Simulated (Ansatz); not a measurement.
Cu₆As⁻. The state is a singlet with charge -1. Geometry relaxed at B3LYP-D4/def2-SVPD.

```xyz
7

As    1.9223    0.2289   -1.0264
Cu    0.5589   -0.2469    1.1451
Cu   -1.5088    1.1374    1.0896
Cu    0.6126   -1.7658   -0.7235
Cu    0.6012    1.9104    0.0748
Cu   -1.5006   -1.4958    0.5178
Cu   -0.6855    0.2318   -1.0773
```

The restricted singlet is unstable towards broken spin symmetry in Hartree–Fock (as tested in another run); at B3LYP-D4/def2-SVPD this wasn't settled. The relaxation made no stability test and no search for a lower SCF solution. The structure comes from a short search, and lower isomers may exist.

(1) Estimate the harmonic wavenumbers at RKS B3LYP-D4/def2-SVPD (Ansatz, unscaled). Is this a minimum?

## Answers

(1) 63, 68, 77, 107, 109, 120, 131, 136, 157, 167, 168, 184, 215, 238, 252 cm⁻¹. Yes, no mode is imaginary beyond noise. Zero-point energy 13.1 kJ/mol. It took 23 min on 4 threads of Arm Neoverse N1 on a shared host, peak host memory 1.7 GiB.
